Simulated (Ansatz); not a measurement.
PBE exchange is replaced step by step with exact exchange (0 % is PBE, 25 % PBE0; no dispersion term), basis def2-SVP, Ansatz. System: (ClInSe)3 ring (In3Se3Cl3). The state is a singlet with charge 0. Geometry: PBE-D4/def2-SVP.

Geometry of the singlet:

```xyz
9

In    0.713    0.173   -2.151
Cl    1.455    0.353   -4.392
Se    0.831    2.409   -0.973
In   -0.007    1.832    1.344
Cl   -0.020    3.740    2.747
Se   -0.851   -0.208    2.583
In   -0.696   -2.006    0.809
Cl   -1.436   -4.094    1.646
Se    0.011   -2.199   -1.613
```

In the def2 sets In takes a core potential; there is no spin–orbit coupling.

| exact exchange (%) | HOMO (eV) | LUMO (eV) | gap (eV) |
| --- | --- | --- | --- |
| 0 | -6.84 | -3.92 | 2.92 |
| 5 | -7.08 | -3.78 | 3.29 |
| 10 | -7.31 | -3.65 | 3.66 |
| 15 | -7.55 | -3.51 | 4.03 |
| 25 | -8.02 | -3.23 | 4.79 |
| 35 | -8.50 | -2.95 | 5.56 |

Task: Fit a straight line to the column «gap (eV)» against the share of exact exchange and predict its value at 50 %.

Result: With x = exact exchange (%) and y = gap (eV): mean x = 15, mean y = 4.042; Σ(x − x̄)(y − ȳ) = 64.1, Σ(x − x̄)² = 850; slope b = 0.07541, intercept a = ȳ − b·x̄ = 2.911. The residuals of the fitted rows reach 0.01. At x = 50 the line gives 2.911 + (0.07541 × 50) = 6.68; the run gave 6.73, 0.05 more than the line.
